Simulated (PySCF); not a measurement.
Hf(Cl)3(OSiH3), H3Cl3HfOSi, SMILES [O]([SiH3])[Hf]([Cl])([Cl])[Cl] (B3LYP/def2-SVP optimised geometry):

```
9

Hf    -1.650    -1.993    -2.973
Cl    -0.334    -3.922    -3.310
Cl    -1.431    -0.514    -4.798
Cl    -3.911    -2.586    -2.645
O     -1.027    -1.105    -1.394
Si    -0.487    -0.330     0.000
H     -1.001     1.067     0.000
H      1.001    -0.330     0.000
H     -1.001    -1.067     1.186
```

Level of theory: B3LYP/def2-TZVP, def2 effective core potentials past Kr (PySCF).

Problem. What are the frontier orbital energies and the dipole moment?

Solution. HOMO-2 -9.12 eV, HOMO-1 -9.12 eV, HOMO -9.09 eV, LUMO -1.87 eV, LUMO+1 -1.86 eV; dipole moment 2.18 D.

On the same geometry PBE/def2-TZVP, def2 effective core potentials past Kr (PySCF 2.14.0) gives HOMO-2 -7.99 eV, HOMO-1 -7.97 eV, HOMO -7.97 eV, LUMO -2.49 eV, LUMO+1 -2.48 eV; dipole moment 2.16 D.
